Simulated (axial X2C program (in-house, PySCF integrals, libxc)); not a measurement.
Potential curves of CrSe⁺, two-component

Computed with an in-house relativistic program for diatomic molecules. Two-component (2c) means X2C with spin–orbit coupling and atomic mean-field two-electron Coulomb and Gaunt terms. Basis: Se dyall-cv3z [8s9p6d4f1g], Cr dyall-cv3z [9s10p6d3f2g] (cores contracted in-house); Gaussian nuclei, density fitting, unrestricted open shells. Masses: Se 79.917 u, Cr 51.941 u.

State: Ω = 3/2 (⟨Sz⟩ = 1.51, ⟨Lz⟩ = -0.01 at PBE50). Energies in kJ/mol from the fragments at the same level (Se + Cr+). Fits are polynomials in 1 − R0/R over 0.85 to 1.23 times the lowest point R0.

| R (Å) | PBE50 | PBE0 |
| --- | --- | --- |
| 1.9749 | -69.48 | -146.98 |
| 2.0657 | -114.94 | -185.22 |
| 2.1338 | -135.55 | -201.17 |
| 2.2019 | -147.77 | -209.19 |
| 2.2700 | -153.77 | -211.33 |
| 2.3495 | -155.14 | -208.45 |
| 2.4289 | -152.38 | -201.59 |
| 2.5311 | -145.12 | -189.14 |
| 2.6559 | -133.39 | -171.18 |
| 2.8375 | -114.91 | -144.24 |

The state is one determinant whose occupation by symmetry is held fixed; it was picked as the lowest of a PBE0 search that is not exhaustive. De is counted from the lowest determinant-based energies of the atoms at the same level, without counterpoise correction. Density functionals use the spin component along the axis (collinear). Without a current term, density functionals place determinants with orbital angular momentum somewhat too high. With several unpaired electrons one determinant need not be a pure state. This is the top spin component of a Σ state; components of lower Ω are not single determinants and can lie lower. The determinant is spin-polarised beyond a pure state at some levels (its spin-free form has ⟨S²⟩ too high), which makes Re and μ there less reliable.

(1) Fit the PBE50 curve near its minimum: give the equilibrium distance, the harmonic wavenumber and the well depth.

(2) Fit the PBE0 curve near its minimum: give the equilibrium distance, the harmonic wavenumber and the well depth.

Answers

(1) At PBE50, 2c: Re = 2.331 Å, ωe ≈ 253 cm⁻¹, De = 1.61 eV to Se + Cr+; Be follows as 0.0985 cm⁻¹.

(2) At PBE0, 2c: Re = 2.266 Å, ωe ≈ 290 cm⁻¹, De = 2.19 eV to Se + Cr+; Be follows as 0.104 cm⁻¹.
